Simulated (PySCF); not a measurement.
Delta-SCF ions had no search for a lower state. Excitations are Tamm–Dancoff values on a coarser integration grid. The basis has no diffuse functions, so Rydberg states are missing or too high.

Z-matrix (Å, degrees):
```
C
H 1 1.1019
H 1 1.1035 2 106.15
C 1 1.5332 2 109.47 3 118.84
H 4 1.1032 1 110.99 2 -177.00
H 4 1.1049 5 106.03 1 119.63
C 1 1.5396 2 108.27 3 -116.32
H 7 1.1039 1 108.49 2 -64.93
C 7 1.5211 8 104.79 1 -117.67
F 9 1.3462 7 111.77 8 -60.82
F 9 1.3468 10 106.94 7 -122.57
F 9 1.3478 10 107.11 11 -114.57
C 7 1.5304 8 109.16 9 -118.19
H 13 1.0986 7 110.60 8 -60.04
H 13 1.0990 14 107.95 7 -121.78
H 13 1.1012 14 108.23 15 -116.88
Si 4 1.8934 5 107.53 6 115.34
H 17 1.4925 4 110.20 5 -56.44
H 17 1.4932 18 108.87 4 121.11
H 17 1.4933 18 108.81 19 118.01
```
Charge 0, multiplicity 1.

**Question.** Estimate the total energy, brightest of the four lowest singlets (TDA), HOMO–LUMO gap, LUMO, T1 excitation (TDA), S1 oscillator strength, vertical ionisation energy (Delta-SCF) and S1 excitation (TDA) that M06-2X/def2-TZVP // B3LYP-D3(BJ)/def2-SVP (PySCF) returns for this input.

**Answer.** 
| Item | Result |
|---|---|
| total energy | -21393.37 eV |
| brightest of the four lowest singlets (TDA) | 8.32 eV |
| HOMO–LUMO gap | 11.06 eV |
| LUMO | 1.11 eV |
| T1 excitation (TDA) | 7.75 eV |
| S1 oscillator strength | 0.136 |
| vertical ionisation energy (Delta-SCF) | 10.89 eV |
| S1 excitation (TDA) | 8.32 eV |
